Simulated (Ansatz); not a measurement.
`[NH]=[Mo](=[NH])([F])[F]`. Charge 0, multiplicity 1. Mo takes the def2 core potential. Geometry: relaxed with PBE0-D4/def2-TZVP. It is one conformer, not always the lowest.

```xyz
7

N     0.669   -0.811    1.019
Mo   -0.522    0.052    0.140
N     0.211    0.723   -1.256
F    -1.827   -1.149   -0.407
F    -1.135    1.445    1.203
H     1.609   -1.154    1.168
H     0.997    0.893   -1.868
```

Q: What is the dipole moment at r2SCAN/def2-TZVPP? (Estimate.)

A: The calculation gave: 2.91 D, with components (2.79, -0.28, -0.75) D in this frame, pointing from negative to positive charge.

Q: And with PBE, B3LYP, ωB97M-V? (Best estimate.)

A: Ansatz gave: PBE 2.82 D, B3LYP 3.04 D, ωB97M-V 3.09 D.

Q: Give the Mulliken charges with r2SCAN, PBE, B3LYP in def2-TZVPP. (An estimate is asked.)

A: The calculation gave: 
```json
{"atom": "N1", "r2SCAN": "-0.61", "PBE": "-0.56", "B3LYP": "-0.59"}
{"atom": "Mo2", "r2SCAN": "1.64", "PBE": "1.44", "B3LYP": "1.63"}
{"atom": "N3", "r2SCAN": "-0.61", "PBE": "-0.56", "B3LYP": "-0.59"}
{"atom": "F4", "r2SCAN": "-0.40", "PBE": "-0.36", "B3LYP": "-0.41"}
{"atom": "F5", "r2SCAN": "-0.40", "PBE": "-0.36", "B3LYP": "-0.41"}
{"atom": "H6", "r2SCAN": "0.19", "PBE": "0.19", "B3LYP": "0.18"}
{"atom": "H7", "r2SCAN": "0.19", "PBE": "0.19", "B3LYP": "0.18"}
```

B3LYP here is the variant with VWN-RPA as its local correlation; programs differ in this.
